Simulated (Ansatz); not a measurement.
One change: `[NH]=[Ta]([OH])([OH])[OH]` becomes `[NH]=[V]([OH])([OH])[OH]`.

Ansatz, PBE0-D4/def2-TZVP geometries, multiplicity 1. Each molecule was computed in one conformer, which needn't be the lowest.

Elements past krypton have def2 core potentials. Scalar relativity is left out up to krypton.

```
                                        property  `[NH]=[Ta]([OH])([OH])[OH]`
               HOMO energy (PBE/def2-TZVPP) / eV                        -5.82
             HOMO energy (B3LYP/def2-TZVPP) / eV                        -6.96
           HOMO energy (ωB97M-V/def2-TZVPP) / eV                        -9.53
              LUMO energy (PBE0/def2-TZVPP) / eV                        -0.22
size of the dipole moment (B3LYP/def2-TZVPP) / D                         2.57
             HOMO–LUMO gap (PBE/def2-TZVPP) / eV                         4.85
```

**Question.** Give the same properties after the change, and the shifts. (Estimate.)

**Answer.** The calculation gave: 
```tsv
property	`[NH]=[V]([OH])([OH])[OH]`	shift
HOMO energy (PBE/def2-TZVPP) / eV	-6.77	-0.95
HOMO energy (B3LYP/def2-TZVPP) / eV	-8.03	-1.07
HOMO energy (ωB97M-V/def2-TZVPP) / eV	-10.67	-1.14
LUMO energy (PBE0/def2-TZVPP) / eV	-1.80	-1.58
size of the dipole moment (B3LYP/def2-TZVPP) / D	1.76	-0.81
HOMO–LUMO gap (PBE/def2-TZVPP) / eV	4.09	-0.76
```

With PBE0 the HOMO falls by 1.07 eV and the LUMO falls by 1.58 eV, so the gap narrows by about 0.51 eV. PBE moves the HOMO by -0.95 eV and ωB97M-V by -1.14 eV. Dipoles are sizes alone; their direction can turn.

B3LYP here is the variant with VWN-RPA as its local correlation; programs differ in this.
